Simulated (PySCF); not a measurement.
H₃SbTe₂, SMILES [TeH][SbH][TeH]. Atoms are numbered in the order given.

```xyz
6

Sb     0.0229    -1.1428     0.0000
H     -1.6928    -1.1736     0.0000
Te    -0.0255     0.5665    -2.1920
H      1.5900     0.2684    -2.4690
Te    -0.0255     0.5665     2.1920
H      1.5900     0.2684     2.4690
```
Charge 0, spin multiplicity 1.

Geometry optimised at PBE0-D3(BJ)/def2-SVP. The structure was generated by enumeration; whether it is a known compound was not checked. The def2 effective core potentials stand for the cores of Sb, Te; spin–orbit coupling is left out.

Method: PySCF 2.14.0 with TDA-ωB97X/def2-SVPD.

Vertical excitations. Isolated molecule, no solvent. State labels are in the subgroup Cs.

```
state  symmetry  energy (eV)  λ (nm)      f                                                                    main pairs
-----  --------  -----------  ------  -----  ----------------------------------------------------------------------------
S1           A"         3.44     360  0.011                                            HOMO→LUMO 71 %, HOMO−1→LUMO+1 20 %
S2           A'         3.58     346  0.014                                            HOMO−1→LUMO 57 %, HOMO→LUMO+1 30 %
S3           A'         4.26     291  0.013                                            HOMO→LUMO+1 52 %, HOMO−1→LUMO 38 %
S4           A"         4.53     274  0.007                                          HOMO→LUMO+2 65 %, HOMO−1→LUMO+3 14 %
S5           A'         4.68     265  0.015                                          HOMO−1→LUMO+2 48 %, HOMO→LUMO+3 28 %
S6           A"         5.01     247  0.317                          HOMO−1→LUMO+1 64 %, HOMO→LUMO 18 %, HOMO−3→LUMO 10 %
S7           A'         5.21     238  0.085                                                              HOMO−2→LUMO 76 %
S8           A'         5.45     228  0.018  HOMO−1→LUMO+2 39 %, HOMO→LUMO+3 17 %, HOMO−2→LUMO+2 17 %, HOMO−1→LUMO+4 12 %
S9           A"         5.51     225  0.078                                                            HOMO−2→LUMO+1 78 %
S10          A"         5.63     220  0.001      HOMO→LUMO+4 23 %, HOMO→LUMO+2 22 %, HOMO−1→LUMO+3 16 %, HOMO→LUMO+7 13 %
T1           A"         2.99     415      0                                            HOMO→LUMO 79 %, HOMO−1→LUMO+1 13 %
T2           A'         3.11     399      0                                            HOMO−1→LUMO 76 %, HOMO→LUMO+1 16 %
T3           A'         3.63     341      0                          HOMO→LUMO+1 41 %, HOMO−2→LUMO 36 %, HOMO−1→LUMO 10 %
T4           A"         3.73     332      0                                        HOMO−1→LUMO+1 65 %, HOMO−2→LUMO+1 10 %
```
Triplets are in the Tamm–Dancoff approximation.
